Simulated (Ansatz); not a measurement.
Consider the formal exchange of groups at the Si–Ge bond: `[OH][GeH]([F])[SiH2]Cl` + `FB1CO1` → `FB1OC1[SiH2]Cl` + `[OH][GeH2][F]`.

Gas-phase electronic energies from Ansatz, PBE0-D4/def2-TZVP geometries. CBS: MP2 limit from def2 TZ/QZ plus the TZ coupled-cluster correction, frozen cores. For Ge outer-core shells are correlated without core-valence functions, which leaves a few kJ/mol of doubt a bond. Scalar relativity is left out up to krypton. One conformer a species, not always the lowest.

`[OH][GeH]([F])[SiH2]Cl`:

Z-matrix (Å, degrees):
```
Ge
F 1 1.745
Si 1 2.396 2 105.3
O 1 1.764 2 107.6 3 116.9
H 1 1.533 2 106.5 3 -130.0
Cl 3 2.062 1 105.1 2 84.3
H 3 1.483 1 111.6 2 -158.6
H 3 1.481 1 112.3 2 -34.0
H 4 0.962 1 112.6 2 -75.9
```

`FB1CO1`:

Cartesian coordinates in Å:
```
F 0.743 -1.376 1.442
B 0.401 -0.572 0.472
C -0.424 0.460 -0.239
O 0.844 -0.242 -0.731
H -0.273 1.527 -0.102
H -1.291 0.203 -0.840
```

`FB1OC1[SiH2]Cl`:

Cartesian coordinates in Å:
```
F -2.081 1.995 -0.490
B -1.333 1.119 0.119
O -0.664 1.009 1.254
C -0.626 -0.203 0.281
Si 1.054 -0.574 -0.421
Cl 2.247 -1.500 0.968
H -1.191 -1.042 0.689
H 0.888 -1.494 -1.571
H 1.707 0.691 -0.828
```

`[OH][GeH2][F]`:

```xyz
6

O     0.378    0.957   -0.915
Ge   -0.192   -0.090    0.380
F    -0.982   -1.453   -0.354
H     1.077    0.567   -1.445
H     0.965   -0.688    1.191
H    -1.247    0.706    1.143
```

| level | ΔE (kJ/mol) |
| --- | --- |
| HF/def2-QZVPP | -0.4 |
| CCSD/CBS(def2) | 7.2 |

Task: What does CCSD(T)/CBS give? (Estimate.)

Result: The calculation gave: +7.2 kJ/mol. The listed levels differ from it by -7.6, 0.0 kJ/mol.

Largest T1 diagnostic among the species: 0.014.

From PBE to PBE0 (25 % exact exchange), in def2-TZVPP and without D4, ΔE moves by −3.4 kJ/mol.
